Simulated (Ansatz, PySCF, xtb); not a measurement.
Pair of molecules: CH3F (SMILES CF) (first 5 atoms) with H2 (SMILES [H][H]); geometry from B3LYP-D3(BJ)/def2-TZVP, rigid monomers moved along the line of their centres of mass till F2···H6 is 3.55 Å.
(charge 0, multiplicity 1):
```xyz
7

C     -0.4448    -0.6709    -0.3515
F     -0.2025     0.6227     0.0983
H      0.1037    -0.8265    -1.2811
H     -0.1054    -1.3753     0.4088
H     -1.5157    -0.7880    -0.5214
H      0.4098     0.3090     3.5837
H      0.5002    -0.0173     4.2472
```

Interaction energies are E(AB) − E(A) − E(B) at the monomers' geometry in the complex; basis-set methods are counterpoise corrected. Rows marked so take none.

Frozen-core correlation. CBS: X⁻³ extrapolation of the correlation energy, Hartree–Fock from the larger set. Rows in 3-21G, 6-311+G**, 6-31G* carry no dispersion term and start afresh at each structure (6-31G* with six Cartesian d functions).

Run with Ansatz (Gaussian basis) for Hartree–Fock, density functionals and correlated methods; PySCF for 3-21G rows, 6-311+G** rows, 6-31G* rows, the dispersion terms; xtb for the GFN methods. Each number belongs to the level named beside it.

```csv
level,interaction energy (kcal/mol)
GFN-FF,-0.11
HF/aug-cc-pVDZ,-0.13
BP86/6-31G* (no counterpoise),-0.07
r2SCAN/def2-TZVPPD,-0.14
r2SCAN-D3(BJ)/def2-TZVPPD,-0.20
B3LYP/3-21G (no counterpoise),-0.14
B3LYP/6-311+G** (no counterpoise),-0.10
B3LYP-D3(BJ)/def2-TZVPPD,-0.20
"CCSD(T)/CBS(aug-cc-pVDZ, aug-cc-pVTZ)",?
```

**Question.** Fill in the missing entries.

**Answer.** 
- CCSD(T)/CBS(aug-cc-pVDZ, aug-cc-pVTZ), interaction energy (kcal/mol): -0.26

Ansatz is a quantum-chemistry and plane-wave program.
